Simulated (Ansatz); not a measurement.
Cartesian coordinates in Å:
```
C 2.025 1.192 0.751
C 1.247 0.374 0.326
Si 0.010 -0.803 -0.304
C -1.735 0.023 -0.247
O -2.703 -0.577 -0.637
H 2.719 1.910 1.126
H 0.306 -1.161 -1.711
H -0.026 -2.017 0.546
H -1.843 1.059 0.151
```

The species carries charge 0 and has multiplicity 1.

Question: List the ωB97M-V/def2-TZVPP orbital energies in eV (Ansatz 0.2.0). (Estimate.)

Answer: Computed: Occupied: -1807.61, -526.63, -283.96, -282.14, -281.62, -148.69, -102.82, -102.80, -102.78, -32.52, -24.19, -20.53, -18.71, -17.59, -15.87, -14.75, -14.18, -13.65, -12.70, -11.21, -10.88, -9.45. Lowest empty: 0.41, 1.45, 2.04, 2.50, 2.95, 3.32, 3.56, 4.05.
